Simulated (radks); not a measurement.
The numbers below are computed, except where a source is named.
Ag35+, 12 electrons, occupied as [Ne] 3s2. Code: a radial shooting solver on a logarithmic mesh with Libxc functionals. Model: Dirac Kohn-Sham, exchange-only PBE, spin-unpolarised, spherical densities, finite nucleus; Fermi nuclear charge, rms radius 4.5454 fm.

Normalised radial functions P(r) = r R(r) (large component), r in bohr:

r,1s1/2,2s1/2,3s1/2
0.001329,0.9386,0.3220,0.1628
0.00165,1.1326,0.3882,0.1963
0.002064,1.3709,0.4693,0.2372
0.002562,1.6405,0.5608,0.2834
0.003179,1.9521,0.6658,0.3363
0.003946,2.3067,0.7843,0.3960
0.004936,2.7176,0.9198,0.4640
0.006127,3.1482,1.0586,0.5335
0.007604,3.5984,1.1982,0.6029
0.009437,4.0451,1.3273,0.6662
0.01181,4.4685,1.4313,0.7156
0.01465,4.7918,1.4780,0.7343
0.01819,4.9774,1.4410,0.7080
0.02257,4.9704,1.2851,0.6181
0.02824,4.7131,0.9610,0.4387
0.03505,4.2093,0.4686,0.1717
0.04349,3.4871,-0.1962,-0.1808
0.05398,2.6324,-0.9853,-0.5826
0.06753,1.7416,-1.8239,-0.9704
0.08382,1.0113,-2.4938,-1.1972
0.104,0.4921,-2.8595,-1.1463
0.1291,0.1925,-2.8092,-0.7240
0.1602,0.0575,-2.3548,0.0501
0.2005,0.0115,-1.6261,1.0203
0.2488,0.0016,-0.9212,1.7759
0.3088,0.0001,-0.4069,2.0387
0.3832,0.0000,-0.1326,1.7305
0.4794,0.0000,-0.0280,1.0684
0.595,0.0000,-0.0039,0.4804
0.7385,0.0000,-0.0003,0.1465
0.9166,0.0000,0.0000,0.0280

1s1/2: eigenvalue -27387 eV, 0 radial nodes, <r> = 0.0311 bohr, 90 % of the charge inside 0.0558 bohr. 2s1/2: eigenvalue -5682.8 eV, 1 radial node at r = 0.0410 bohr, <r> = 0.132 bohr, 90 % of the charge inside 0.204 bohr. 3s1/2: eigenvalue -2270.1 eV, 2 radial nodes at r = 0.0392, 0.158 bohr, <r> = 0.321 bohr, 90 % of the charge inside 0.465 bohr.
